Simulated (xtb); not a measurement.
B(Me)(OMe)(SMe) (C3H9BOS), SMILES COB(C)SC. All values are semi-empirical tight-binding results from xtb (GFN2-xTB unless named), good for trends rather than for accurate numbers. Geometry optimised at GFN2-xTB. The values are those of a single conformer.

### Question
Estimate the properties. (An estimate is asked for; the answer gives what the named calculation found.)

### Answer

```
Property                                         Value
---------------------------------------  -------------
orbital gap                                    4.73 eV
zero-point energy                        75.2 kcal/mol
G − E(el) at 298.15 K (modified RRHO)    53.5 kcal/mol
static polarisability (D4 model)            75.5 bohr³
solvation energy, GFN2-xTB/ALPB(water)   -1.1 kcal/mol
solvation energy, GFN2-xTB/ALPB(hexane)  -5.7 kcal/mol
```
